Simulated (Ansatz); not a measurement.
Basis sets compared for Te₂Pb₃⁺. The state is a doublet with charge 1. Geometry PBE0-D4/def2-SVP. Ansatz on 4 threads of AMD EPYC on a shared host; times are rough, and most runs start from earlier orbitals.

```xyz
5

Pb    1.1026   -1.4134    1.1093
Pb    0.7890    1.8265    0.6696
Pb   -1.6260   -0.3407   -1.5300
Te   -1.5543    0.0267    1.3709
Te    1.2888   -0.0990   -1.6198
```

In the def2 sets Pb, Te take a core potential; there is no spin–orbit coupling. Another isomer (doublet) lies 0.03 eV lower at PBE-D4/def2-SVP; other spin states weren't run for this one.

```csv
level,functions,energy (Eh),HOMO (eV),LUMO (eV),wall time
PBE-D4/def2-SVP,130,-1114.7667,-8.40,-7.83,9.6 s
PBE0-D4/def2-SVP,130,-1114.6993,-9.16,-7.22,21 s
```

Problem. Estimate the rows for PBE-D4/def2-TZVP (with forces), PBE0-D4/def2-TZVP.

Solution. 
| level | functions | energy (Eh) | HOMO (eV) | LUMO (eV) | wall time |
| --- | --- | --- | --- | --- | --- |
| PBE-D4/def2-TZVP (with forces) | 250 | -1114.8081 | -8.34 | -7.75 | 32 s |
| PBE0-D4/def2-TZVP | 250 | -1114.7367 | -9.09 | -7.11 | 65 s |
